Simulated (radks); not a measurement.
Re, configuration [Xe] 4f14 5d5 6s2. Calculated with a radial shooting solver on a logarithmic mesh with Libxc functionals: non-relativistic Kohn-Sham, exchange-only PBE, spin-polarised, spherical densities, point nucleus; open shells are filled with parallel spins first (spin-orbit coupling, left out, can overturn this in heavy ions); relativity is left out, which matters for an element this heavy.

X-ray form factor f0, the Fourier transform of the density (f0(0) = 75):

| sin(theta)/lambda (1/angstrom) | f0 (electrons) |
|---|---|
| 0.05 | 73.703 |
| 0.1 | 70.615 |
| 0.15 | 66.915 |
| 0.2 | 63.143 |
| 0.25 | 59.462 |
| 0.3 | 55.940 |
| 0.4 | 49.528 |
| 0.5 | 44.033 |
| 0.6 | 39.332 |
| 0.8 | 31.629 |
| 1 | 25.661 |
| 1.25 | 20.418 |
| 1.5 | 17.162 |
| 2 | 13.480 |
